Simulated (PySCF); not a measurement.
Gallium: a sound run and one with changed settings

Sound run: Ga [Ar] 3d10 4s2 4p1, Ga+ [Ar] 3d10 4s2. All numbers are calculated (PySCF 2.14, a scalar-relativistic core potential, in aug-cc-pVDZ-PP with ECP10MDF). In the sound run the correlated levels freeze 3s2 3p6 3d10 outside the core potential. The sound run starts from symmetry-adapted Hartree-Fock orbitals and uses a fine grid where one is needed.

A second run was set up differently.

```
species  method  sound run (hartree)  changed run (hartree)  converged
     Ga     MP2           -258.32013             -258.34469        yes
    Ga+     MP2           -258.11164             -258.13454        yes
```

Ionisation energy of Ga:

```tsv
method	sound run (eV)	changed run (eV)
UHF	5.521	5.521
MP2	5.673	5.718
SCS-MP2	5.651	5.676
```

**Question.** What was changed?
A. a valence shell is frozen
B. minimal basis
C. all electrons correlated in a valence basis
D. level shift left on

**Answer.** C. A valence basis has no tight correlating functions, so it recovers only part of the core correlation, and not evenly between atom and ion.
